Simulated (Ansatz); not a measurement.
GeBr₂. The state is a quintet with charge 0. Geometry r2SCAN-D4/def2-TZVP; atoms count from 1.

```xyz
3

Ge    0.0010    0.0012   -0.0042
Br    1.8535    1.3599    1.0372
Br   -1.8545   -1.3611   -1.0330
```

At PBE0-D4/def2-TZVP a singlet of charge 0 lies 6.48 eV below the quintet, each at its own geometry. The structure comes from a short search, and lower isomers may exist.

Problem. Estimate the Mulliken populations from the PBE0/def2-TZVP orbitals of Ansatz.

Solution. 
```
atom  charge (e)  spin (α − β)
 Ge1        0.01          2.32
 Br2        0.00          0.84
 Br3        0.00          0.84
```
Mulliken values and Mayer orders depend strongly on the basis.

Problem. Where does the spin sit?

Solution. Summed by element: Ge 2.32, Br 1.68, of 4 unpaired in all. Largest on single atoms: Ge1 2.32, Br2 0.84, Br3 0.84.

Problem. And the Mayer bond orders between bonded heavy atoms (over 0.3)?

Solution. Ge1–Br2 0.65 (2.52 Å); Ge1–Br3 0.65 (2.52 Å). Values over 0.3 also appear between atoms too far apart for a bond (Br2–Br3 0.55 at 5.04 Å); they arise where an orbital or an unpaired electron spreads over both atoms.
